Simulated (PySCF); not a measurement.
Excitation energy of N⁺ by level of theory

N⁺ [He] 2s2 2p2 (3P) → N⁺ [He] 2s1 2p2 3d1 (high-spin determinant), as a difference of total energies. All numbers are calculated (PySCF 2.14, the spin-free X2C one-electron Hamiltonian (Gaussian nucleus), in aug-cc-pCVTZ-DK with one added diffuse shell each of s, p, d, f type (8s7p5d3f, 75 functions)). Correlated levels: valence: 1s2 frozen. The calculations carry no spin-orbit coupling.

| method | excitation energy (eV) |
| --- | --- |
| UHF | 28.042 |
| MP2 (valence) | 29.617 |
| SCS-MP2 (valence) | 29.996 |
| CCSD (valence) | 30.036 |
| CCSD(T) (valence) | 30.070 |

How much does correlation contribute at CCSD(T) (valence)?

30.070 − (28.042) = 2.028 eV, measured against UHF.

The upper state lies above the first ionisation limit, but in LS coupling its spin forbids autoionisation to the ground ion. A Rydberg-like electron needs more diffuse functions than a valence basis has.

The promoted electron is Rydberg-like, and one or two diffuse shells describe it only roughly, which tends to raise the upper state.

The determinant of the upper state mixes LS terms, which raises its energy above the lowest term, most at the Hartree-Fock and MP2 levels.
